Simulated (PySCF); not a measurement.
Species: BH7N2OSi.
Bonds: N1–B2, B2–N3, B2–O4, O4–Si5. Hydrogens: H6, H7 on N1; H8, H9 on N3; H10, H11, H12 on Si5.

Method: PBE0-D3(BJ)/def2-SVP geometry optimisation, gas phase (PySCF 2.14.0); density fitting, grid level 1; the optimiser is geomeTRIC in internal coordinates, started from a GFN2-xTB structure with every atom displaced at random (about 0.01 Å).

Step 4: E = -13682.9050 eV
```
atom  x, y, z in Å  |  force x, y, z in eV/Å
N1     -1.7265    0.7677    0.9809   -0.008   0.000   0.055
B2     -0.7535    0.0393    0.2564    0.032  -0.162  -0.141
N3     -1.0563   -1.1429   -0.4726    0.065   0.070   0.032
O4      0.5407    0.5314    0.2629   -0.089   0.162   0.146
Si5     2.0213    0.2977   -0.4057    0.069  -0.045  -0.063
H6     -1.4528    1.5733    1.5236   -0.033   0.008   0.004
H7     -2.6804    0.4702    1.1184    0.028   0.023  -0.014
H8     -1.9660   -1.5735   -0.4872   -0.088  -0.041  -0.011
H9     -0.3476   -1.6716   -0.9591   -0.007  -0.010   0.010
H10     3.0615    0.6537    0.6017    0.011  -0.001  -0.013
H11     2.2158   -1.1321   -0.8140    0.006  -0.009  -0.002
H12     2.1951    1.1553   -1.6165    0.015   0.005  -0.002
```

Step 5: E = -13682.9110 eV
```
atom  x, y, z in Å  |  force x, y, z in eV/Å
N1     -1.7393    0.7592    0.9839    0.010   0.015   0.030
B2     -0.7389    0.0545    0.2770    0.032  -0.203  -0.146
N3     -1.0078   -1.1327   -0.4585    0.043   0.095   0.044
O4      0.5473    0.5737    0.3123   -0.129   0.103   0.110
Si5     1.9975    0.2910   -0.4076    0.133  -0.050  -0.094
H6     -1.4951    1.5920    1.4960   -0.041   0.063   0.063
H7     -2.6924    0.4520    1.0984    0.004   0.017  -0.014
H8     -1.9170   -1.5652   -0.5020   -0.031  -0.035  -0.016
H9     -0.2805   -1.6568   -0.9221   -0.027  -0.025   0.008
H10     3.0839    0.5794    0.5719    0.002   0.006  -0.009
H11     2.1189   -1.1381   -0.8500    0.000   0.005   0.014
H12     2.1746    1.1596   -1.6106    0.004   0.009   0.012
```

Step 6: E = -13682.9130 eV
```
atom  x, y, z in Å  |  force x, y, z in eV/Å
N1     -1.7387    0.7600    0.9860   -0.023  -0.035   0.001
B2     -0.7357    0.0543    0.2809    0.050  -0.073  -0.066
N3     -0.9974   -1.1327   -0.4562   -0.028   0.066   0.037
O4      0.5481    0.5813    0.3249   -0.044   0.042   0.051
Si5     1.9929    0.2898   -0.4090    0.079  -0.025  -0.058
H6     -1.5078    1.5968    1.4988   -0.003   0.034   0.028
H7     -2.6937    0.4543    1.0862   -0.013   0.007  -0.010
H8     -1.9077   -1.5638   -0.5085    0.002  -0.017  -0.006
H9     -0.2679   -1.6619   -0.9103   -0.014  -0.013   0.007
H10     3.0903    0.5648    0.5620   -0.002   0.005  -0.002
H11     2.0998   -1.1382   -0.8581   -0.002   0.004   0.011
H12     2.1690    1.1638   -1.6081   -0.002   0.005   0.008
```

Question: Estimate the geometry and energy of step 7. (The exact step hangs on the optimiser's Hessian estimate; all steps are aligned on step 6, rigid shifts and turns removed.)

Answer: E = -13682.9134 eV, largest force 0.065 eV/Å
```
atom  x, y, z in Å  |  force x, y, z in eV/Å
N1     -1.7384    0.7553    0.9853    0.029   0.010   0.014
B2     -0.7285    0.0537    0.2820   -0.042   0.042   0.026
N3     -1.0027   -1.1302   -0.4526    0.027  -0.027  -0.038
O4      0.5549    0.5844    0.3309   -0.028  -0.048  -0.008
Si5     1.9996    0.2915   -0.4111   -0.001   0.001  -0.007
H6     -1.5176    1.5908    1.5060   -0.001   0.007  -0.002
H7     -2.6959    0.4511    1.0673    0.000   0.001  -0.005
H8     -1.9169   -1.5547   -0.5049    0.024   0.019   0.018
H9     -0.2801   -1.6724   -0.9017    0.007  -0.009  -0.005
H10     3.1014    0.5666    0.5546   -0.006   0.004   0.004
H11     2.1041   -1.1364   -0.8591   -0.005   0.001   0.004
H12     2.1712    1.1689   -1.6080   -0.006  -0.001   0.000
```

The energy changes by -0.0004 eV. The first-order estimate −F·Δx gives -0.0021 eV and the mean of the old and new forces, exact on a quadratic surface, -0.0004 eV. The step makes an angle of 75° with the force vector and moves no atom by more than 0.019 Å.

What follows is the cost of the whole optimisation. Time: 43 s wall; peak memory 0.45 GiB. Hardware: one thread, Arm Neoverse V1 (aarch64), no GPU, shared host with 32 logical CPUs at a one-minute load of 24.
